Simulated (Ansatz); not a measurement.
`N[SiH2][SiH](O)S` + H₂O → `O[SiH](O)S` + `N[SiH3]`  (formal hydrolysis of the Si–Si bond)

Calculated with Ansatz (gas phase, PBE0-D4/def2-TZVP geometries, no zero-point term in ΔE). CBS: MP2 limit from def2 TZ/QZ plus the TZ coupled-cluster correction, frozen cores. This one scheme is used for every species. Each species was taken in one conformer, which may not be the lowest.

```json
{"species": "`N[SiH2][SiH](O)S`", "MP2/def2-QZVPP energy (Eh)": "-1109.97567"}
{"species": "H₂O", "MP2/def2-QZVPP energy (Eh)": "-76.34932"}
{"species": "`O[SiH](O)S`", "MP2/def2-QZVPP energy (Eh)": "-839.63046"}
{"species": "`N[SiH3]`", "MP2/def2-QZVPP energy (Eh)": "-346.74047"}
```

(1) Work out ΔE.

Largest T1 diagnostic among the species: 0.012.

## Answers

(1) ΔE = (-839.63046) + (-346.74047) − (-1109.97567) − (-76.34932) = -0.04594 Eh = -28.8 kcal/mol. CCSD(T)/CBS gives -27.2 kcal/mol.

The D4 term adds +2.6 kcal/mol with B3LYP and +1.5 kcal/mol with PBE0; it sums over pairs of atoms, weighted by their polarisabilities, and B3LYP, whose exchange is more repulsive, gets the larger term. From PBE to PBE0 (25 % exact exchange), in def2-TZVPP and without D4, ΔE moves by −1.8 kcal/mol. In def2-TZVPP, CCSD(T) changes the Hartree–Fock value by +7.1 kcal/mol (the triples alone add +1.0 kcal/mol) and MP2 by +6.0 kcal/mol.

B3LYP here is the variant with VWN-RPA as its local correlation; programs differ in this.
